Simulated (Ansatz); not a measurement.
Two members of one family ((NaF)n), computed with Ansatz in the gas phase. The two geometries come from different levels. The structures are stationary points that may keep the symmetry of their start.

First: (NaF)2 ring (singlet, charge 0, PBE-D4/def2-TZVP geometry).

```xyz
4

Na   -0.2765    1.0277   -0.9488
F    -1.2076   -0.7928   -0.5073
Na    0.2764   -1.0279    0.9484
F     1.2077    0.7930    0.5078
```

```tsv
level	HOMO (eV)	LUMO (eV)	gap (eV)
LDA (SPW92)/def2-TZVP	-6.00	-1.17	4.83
PBE-D4/def2-SVP	-5.22	-1.23	3.99
PBE0-D4/def2-SVP	-7.12	-0.64	6.48
PBE0-D4/def2-TZVP	-7.60	-0.67	6.93
ωB97M-V/def2-TZVP	-10.20	-0.19	10.00
```

Second: (NaF)3 ring (singlet, charge 0, PBE-D4/def2-SVP geometry).

```xyz
6

Na    0.3621   -0.5192    1.9045
F     0.5609    1.4377    1.3728
Na    0.1818    1.9153   -0.5700
F    -0.3727    0.5342   -1.9605
Na   -0.5446   -1.3969   -1.3341
F    -0.1876   -1.9711    0.5872
```

Problem. What does the change do? Estimate second minus first.

Solution. 
```csv
level,Δ HOMO (eV),Δ LUMO (eV),Δ gap (eV)
LDA (SPW92)/def2-TZVP,-0.46,0.10,0.56
PBE-D4/def2-SVP,-0.59,0.15,0.74
PBE0-D4/def2-SVP,-0.59,0.18,0.77
PBE0-D4/def2-TZVP,-0.47,0.17,0.64
ωB97M-V/def2-TZVP,-0.50,0.20,0.69
```
